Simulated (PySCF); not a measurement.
Harmonic spectrum computed at PBE0 in the def2-TZVP basis family (core potentials from Rb on, PySCF, no spin–orbit coupling):

| symmetry | ω (cm⁻¹) | IR (km/mol) |
| --- | --- | --- |
| a' | 667 | 115 |
| a' | 767 | 26.4 |
| a' | 1873 | 426 |

Which molecule gave it? In each, all ligands are bound to the one heavy central atom.
A. GeHF (singlet)
B. AsHF (doublet)
C. SnHF (singlet)
D. GaHF (doublet)

A. It has Cs symmetry with Ge–F 1.757 Å, Ge–H 1.610 Å.
